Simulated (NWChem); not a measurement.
## Atomisation of H$_{4}$ClInS

SMILES: S.[Cl][InH2]
```xyz
7

In     0.7802     0.0609    -0.1793
H      1.6944    -1.1598     0.6218
H      1.1034     1.6908    -0.6428
Cl    -1.0791    -0.8776    -1.4302
S     -1.1963     0.6047     1.9169
H     -1.5621     1.8043     1.4069
H     -1.9808    -0.0773     1.0425
```
Charge 0, spin multiplicity 1.

Program: NWChem. The geometry was optimised at B3LYP/def2-SVP with def2 effective core potentials on In, a minimum by its harmonic frequencies.

Basis set: def2-TZVP. The atomisation energy is electronic alone: no zero-point, thermal, spin-orbit or counterpoise terms. No value is extrapolated to the basis-set limit. Free atoms are single determinants with multiplicities In 2, H 2, Cl 2, S 3.

Effective core potentials replace the inner electrons of In; spin-orbit coupling is left out. B3LYP has NWChem's definition, with VWN1-RPA local correlation. The structure started from a generated list of species. The stability of the SCF solutions was not checked. Open-shell Hartree-Fock references start from PBE0 orbitals.

For the atomisation energy, PBE0 gives 384.5 kcal/mol and B3LYP gives 382.0 kcal/mol. What do BHandHLYP, HF, PBE give?

BHandHLYP: 377.1 kcal/mol; HF: 282.4 kcal/mol; PBE: 386.6 kcal/mol.
